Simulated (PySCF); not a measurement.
A structure optimised at PBE0-D3(BJ)/def2-SVP, used in a PySCF frequency run:

```
Ga
P 1 2.3224
H 2 1.4282 1 94.76
H 2 1.4283 3 94.71 1 94.73
P 1 2.3224 2 119.97 3 -50.49
H 5 1.4282 1 94.76 2 50.49
H 5 1.4283 6 94.71 1 -94.73
P 1 2.3235 2 119.90 3 135.17
H 8 1.4285 1 94.34 2 134.72
H 8 1.4285 9 94.74 1 94.73
```

### Question
Write its SMILES, formula and point group.

### Answer
[PH2][Ga]([PH2])[PH2], GaH6P3, Cs

### Question
What are its rotational constants (standard atomic weights)?

### Answer
1.8283, 1.8167, 0.92898 GHz
